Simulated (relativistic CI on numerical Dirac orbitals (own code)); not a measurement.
# d3 in a ligand field

Computed with a parametric ligand-field model of a d^n configuration (Racah B and C, spin-orbit zeta, crystal field), exact diagonalisation.

Field parameters in Wybourne normalisation: D4h B²₀ = −7Ds, B⁴₀ = 21(Dq − Dt), B⁴₄ = 21√(5/14) Dq; Oh B⁴₀ = 21Dq, B⁴₄ = √(5/14) B⁴₀; Td as Oh with Dq negative (B⁴₀ = 21Dq, B⁴₄ = √(5/14) B⁴₀). The field is a parameter set, without covalency.

(1) Ground term and bands for B = 1030, C = 3640, ζ = 0 cm⁻¹, D4h, 10Dq = 19850, Ds = 3000, Dt = 80 cm⁻¹?

(2) A d3 ion in Td symmetry has the ground term 4T1 and bands at 4T2 5430 cm⁻¹ (1842 nm), 2E 9552 cm⁻¹ (1047 nm), 4A2 11680 cm⁻¹ (856 nm), 2T1 14282 cm⁻¹ (700 nm), 2T2 14608 cm⁻¹ (685 nm), 4T1 14960 cm⁻¹ (668 nm). Which parameters reproduce them?

(3) Ground term and bands for B = 740, C = 3440, ζ = 0 cm⁻¹, Oh, 10Dq = 6000 cm⁻¹?

(4) Ground term and bands for B = 620, C = 2750, ζ = 0 cm⁻¹, D4h, 10Dq = 19800, Ds = 2570, Dt = 890 cm⁻¹?

(5) Ground term and bands for B = 600, C = 2300, ζ = 0 cm⁻¹, D4h, 10Dq = 19100, Ds = 2540, Dt = 1130 cm⁻¹?

## Answers

(1) Ground term 4B1 with 0.00 electrons in the two orbitals of the cubic e set. Spin-allowed: 4E 17579 cm⁻¹ (569 nm), 4A2 18497 cm⁻¹ (541 nm), 4B2 19850 cm⁻¹ (504 nm), 4E 33185 cm⁻¹ (301 nm). Lowest spin-forbidden: 2E 14598 cm⁻¹ (685 nm), 2A1 17705 cm⁻¹ (565 nm), 2B1 18445 cm⁻¹ (542 nm).

(2) B = 690, C = 3540, ζ = 0 cm⁻¹, Td, 10Dq = -6250 cm⁻¹.

(3) Ground term 4A2 with 0.00 electrons in the two orbitals of the cubic e set. Spin-allowed: 4T2 6000 cm⁻¹ (1667 nm), 4T1 10098 cm⁻¹ (990 nm), 4T1 19002 cm⁻¹ (526 nm). Lowest spin-forbidden: 2E 15165 cm⁻¹ (659 nm), 2T1 15790 cm⁻¹ (633 nm), 2A1 19280 cm⁻¹ (519 nm). With an A2 ground term the first spin-allowed band lies at |10Dq| itself.

(4) Ground term 4B1 with 0.00 electrons in the two orbitals of the cubic e set. Spin-allowed: 4E 9559 cm⁻¹ (1046 nm), 4A2 11863 cm⁻¹ (843 nm), 4B2 19800 cm⁻¹ (505 nm), 4E 26123 cm⁻¹ (383 nm). Lowest spin-forbidden: 2E 12220 cm⁻¹ (818 nm), 2A1 12448 cm⁻¹ (803 nm), 2B1 12908 cm⁻¹ (775 nm).

(5) Ground term 4B1 with 0.00 electrons in the two orbitals of the cubic e set. Spin-allowed: 4E 6484 cm⁻¹ (1542 nm), 4A2 9784 cm⁻¹ (1022 nm), 4B2 19100 cm⁻¹ (524 nm), 4E 23233 cm⁻¹ (430 nm). Lowest spin-forbidden: 2A1 10815 cm⁻¹ (925 nm), 2E 11315 cm⁻¹ (884 nm), 2B1 11336 cm⁻¹ (882 nm).
